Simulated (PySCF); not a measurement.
# What a mistake does to a calculation on BGeH4NO

These are calculations, not measurements. The program is PySCF 2.14.0, an open-source quantum chemistry code, run on an isolated molecule that a program drew, which may never have been made. The molecule is BGeH4NO (charge 0, singlet), drawn as the SMILES string `[NH]=[GeH][BH]O`.

Each row is a Hartree-Fock (HF) and frozen-core CCSD(T) single point in the cc-pVDZ basis, meant for a local HF minimum. Run 1 is clean. Each other run has one planted mistake out of seven kinds, and not every kind appears here: one electron removed, one electron added, multiplicity raised by two, geometry at a saddle point, minimal basis STO-3G, one bond length entered in bohr, all coordinates scaled. The reference is restricted for singlets and unrestricted otherwise, and also for a bond in bohr. Adding or removing an electron swaps singlet and doublet. Electrons count all cores. HOMO and LUMO are orbital energies over both spins, the gradient is its largest component, and the lowest frequency (negative if imaginary) is given only where the gradient is small. Bond lengths are over the 7 bonds as drawn. T1 is the CCSD diagnostic: over 0.02 (restricted) or 0.045 (unrestricted) a single reference is doubtful. Germanium has the cc-pVDZ-PP basis, with a core potential (ECP10MDF) in place of its 10 inner electrons, and its 3s, 3p and 3d shells are frozen in CCSD(T).

Geometry of the clean run:
```xyz
8
BGeH4NO, angstrom
N     0.7107   -0.4907   -3.4466
Ge   -0.1875   -1.5682   -2.5026
B    -0.5916   -1.4653   -0.4486
O    -0.0746   -0.4218    0.2140
H     1.0727    0.2781   -2.8974
H    -0.7697   -2.7606   -3.2633
H    -1.2539   -2.2992    0.1097
H    -0.2751   -0.4037    1.1395
```

| run | electrons | basis functions | <S^2> | HOMO (eV) | LUMO (eV) | gradient (hartree/bohr) | lowest frequency (cm^-1) | mean bond (Å) | longest bond (Å) | T1 | HF (hartree) | CCSD(T) (hartree) | mistake |
|---|---|---|---|---|---|---|---|---|---|---|---|---|---|
| 1 | 56 | 85 | 0.000 | -9.25 | 1.09 | 1.5e-05 | 68 | 1.4025 | 2.096 | 0.0204 | -449.68318 | -450.27312 | no fault |
| 2 | 57 | 85 | 0.829 | -0.13 | 7.98 | 6.9e-02 | - | 1.4025 | 2.096 | 0.0247 | -449.66892 | -450.25967 | one electron added |
| 3 | 56 | 85 | 0.000 | -9.63 | 1.39 | 8.4e-02 | - | 1.3212 | 1.974 | 0.0176 | -449.64970 | -450.22394 | all coordinates scaled |
| 4 | 55 | 85 | 0.756 | -16.42 | -6.81 | 7.0e-02 | - | 1.4025 | 2.096 | 0.0184 | -449.41792 | -449.94210 | ? |

**Which mistake was planted in run 4, and what did it cost?**

It counts 55 electrons, one fewer than the clean run, at the same geometry and basis. So the mistake is: one electron removed. Subtracting run 1 and multiplying by 627.51 kcal/mol a hartree, the energy moved by 166.5 kcal/mol in HF and 207.7 kcal/mol in CCSD(T).

Cautions from the logs. Run 1: T1 is over the limit, so its CCSD(T) energy is less reliable; run 2: the added electron raises the CCSD(T) energy, so it isn't bound in this basis.
